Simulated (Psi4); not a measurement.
Psi4 input (wB97X-D/6-311+G**):

```
memory 1500 MB

molecule {
0 2
F    -1.96370700   -1.24484600    0.12168900
C    -0.84251700   -0.54383700    0.05207800
C    -0.73211400    0.80276100    0.06249200
S     0.89563300    1.30758100   -0.04550200
C     1.33972800   -0.36474300   -0.09943100
N     0.34015300   -1.20137800   -0.04023200
H     2.37158200   -0.67312000   -0.17638300
symmetry c1
no_reorient
no_com
}

set {
  basis 6-311+G**
  reference uks
  scf_type df
  df_basis_scf def2-universal-jkfit
  dft_radial_points 99
  dft_spherical_points 590
  e_convergence 1e-8
  d_convergence 1e-7
  maxiter 150
}

e = energy('wb97x-d')
print_out(f'\nFINAL {e:.10f} DIPOLE {variable("CURRENT DIPOLE")[0]:.6f} {variable("CURRENT DIPOLE")[1]:.6f} {variable("CURRENT DIPOLE")[2]:.6f}\n')
```

From the output:

```
  HONO-1 :   25  A 1.9936524
  HONO-0 :   26  A 1.0000000
  LUNO+0 :   27  A 0.0063476
  LUNO+1 :   28  A 0.0008673
  LUNO+2 :   29  A 0.0003901
  LUNO+3 :   30  A 0.0001825

Computation Completed

Properties will be evaluated at   0.000000,   0.000000,   0.000000 [a0]

Properties computed using the SCF density matrix

 Multipole Moments:

 ------------------------------------------------------------------------------------
     Multipole            Electronic (a.u.)      Nuclear  (a.u.)        Total (a.u.)
 ------------------------------------------------------------------------------------

 L = 1.  Multiply by 2.5417464519 to convert [e a0] to [Debye]
 Dipole X            :          0.8526666            0.0000000            0.8526666
 Dipole Y            :          0.7397296            0.0000038            0.7397333
 Dipole Z            :         -0.0501389           -0.0000076           -0.0501465
 Magnitude           :                                                    1.1299382

 ------------------------------------------------------------------------------------

FINAL -667.5707983960 DIPOLE 0.852667 0.739733 -0.050146

*** Psi4 exiting successfully. Buy a developer a beer!
```

The geometry given is a B3LYP-D3(BJ)/def2-TZVP minimum.
